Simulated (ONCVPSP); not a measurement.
**Transferability test, ONCV potential for S**

```
Element                 : S (Z = 16)
Generator               : ONCVPSP 4.0.1
Type                    : optimised norm-conserving Vanderbilt (ONCV)
Functional              : PBE
Relativity              : non-relativistic
Frozen core             : [Ne]
Valence charge          : 6
Reference configuration : 3s2 3p4
Partial waves           : 3s: rc 1.05 bohr, ncon 3, nbas 6, qcut 5.7 1/bohr, 2 projectors, debl 3.5 Ha; 3p: rc 1.40 bohr, ncon 3, nbas 7, qcut 6.9 1/bohr, 2 projectors, debl 1.9 Ha; d scattering state at 0.07 Ha: rc 1.40 bohr, ncon 5, nbas 8, qcut 7.4 1/bohr, 2 projectors, debl 0.6 Ha
Local potential         : polynomial inside 0.75 bohr (lpopt 1, dvloc0 2 Ha)
Core correction         : none
```

Energies are relative to the spin-unpolarised reference configuration 3s2 3p4; without spin polarisation the order of configurations can differ from experiment.

| valence configuration | charge | ΔE all-electron (eV) | error AE − PS (meV) |
| --- | --- | --- | --- |
| 3s2 3p3 | +1 | 11.782 | +0.4 |
| 3s2 3p2 | +2 | 34.078 | +7.9 |
| 3s2 3p1 | +3 | 68.128 | +41 |
| 3s2 3p0 | +4 | 114.928 | +143 |

Note: ghosts flagged at negative energy: s at -228.6 eV; GHOST(+) flags only above 600 eV. A true bound ghost makes a file unfit for plane-wave use.
